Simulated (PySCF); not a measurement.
ClH₃SiTe, SMILES [SiH3][Te]Cl.

Coordinates come from a PBE0-D3(BJ)/def2-SVP optimisation. The def2 effective core potentials stand for the cores of Te; spin–orbit coupling is left out.

These are TDDFT-PBE0/def2-SVPD (PySCF) values and carry that method's errors.

Vertical excitations. The molecule is in vacuum. State labels are in the subgroup Cs.

Computed lowest excited states:
| state | symmetry | energy (eV) | λ (nm) | f | main pairs |
|---|---|---|---|---|---|
| S1 | A" | 2.26 | 548 | 0.000 | HOMO→LUMO 100 % |
| S2 | A' | 4.00 | 310 | 0.002 | HOMO−1→LUMO 99 % |
| S3 | A" | 4.45 | 278 | 0.009 | HOMO→LUMO+1 99 % |
| S4 | A" | 5.08 | 244 | 0.001 | HOMO−2→LUMO 98 % |
| S5 | A' | 5.60 | 221 | 0.008 | HOMO−3→LUMO 88 % |
| S6 | A" | 5.80 | 214 | 0.035 | HOMO→LUMO+2 99 % |
| S7 | A' | 6.14 | 202 | 0.002 | HOMO→LUMO+3 68 %, HOMO−1→LUMO+1 29 % |
| S8 | A" | 6.20 | 200 | 0.000 | HOMO→LUMO+4 91 % |
| S9 | A' | 6.47 | 192 | 0.018 | HOMO−4→LUMO 72 % |
| S10 | A" | 6.48 | 191 | 0.002 | HOMO−5→LUMO 99 % |
| T1 | A" | 1.60 | 777 | 0 | HOMO→LUMO 99 % |
| T2 | A' | 3.40 | 364 | 0 | HOMO−1→LUMO 99 % |
| T3 | A" | 4.04 | 307 | 0 | HOMO→LUMO+1 97 % |
| T4 | A" | 4.54 | 273 | 0 | HOMO−2→LUMO 96 % |
Triplets are in the Tamm–Dancoff approximation, which puts them higher than full response would, so one can lie above its singlet here.
